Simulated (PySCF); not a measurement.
**Correlation energy of B (boron, neutral)**

[He] 2s1 2p2, high-spin 4P determinant (an excited configuration). Calculation: PySCF 2.14, in aug-cc-pVQZ (6s5p4d3f2g, 80 functions); the non-relativistic Hamiltonian (point nucleus). Frozen: 1s2; 3 electrons correlated.

MP2 pair energies summed by pair of shells (mhartree):

```tsv
pair	energy	share (%)
2p-2p	-6.82	56.8
2s-2p	-5.20	43.2
```

Total MP2 correlation energy: -12.02 mhartree.

Same-spin part -12.02 and opposite-spin part 0.00 mhartree; SCS-MP2 scales them by 1/3 and 6/5 to -4.01 mhartree.
